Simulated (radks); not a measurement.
Q: The mean radii <r> (bohr) of the occupied orbitals of an atom or ion are listed with their occupations. Calculated with a radial shooting solver on a logarithmic mesh with Libxc functionals: scalar-relativistic Kohn-Sham, LDA (Slater exchange, Perdew-Wang correlation), spin-unpolarised, spherical densities, point nucleus.

orbital  occ.      <r>
1s          2  0.02365
2s          2   0.1010
2p          6  0.08883
3s          2   0.2667
3p          6   0.2647
3d         10   0.2418
4s          2   0.6076
4p          6   0.6435
4d         10   0.7075
5s          2    1.471
5p          6    1.731
6s          2    4.375
4f          4    1.127

Name the element and its charge.

A: Z = 60, neodymium, charge 0: Nd in [Xe] 4f4 6s2. The 1s radius gives Z: for a bare nucleus <r> = (2 gamma + 1)/(2Z) with gamma = sqrt(1 - (Z/c)^2), 0.02332 bohr for Z = 60, and screening makes it slightly larger (0.02365 here). The occupations add up to 60, and the charge is Z minus that.
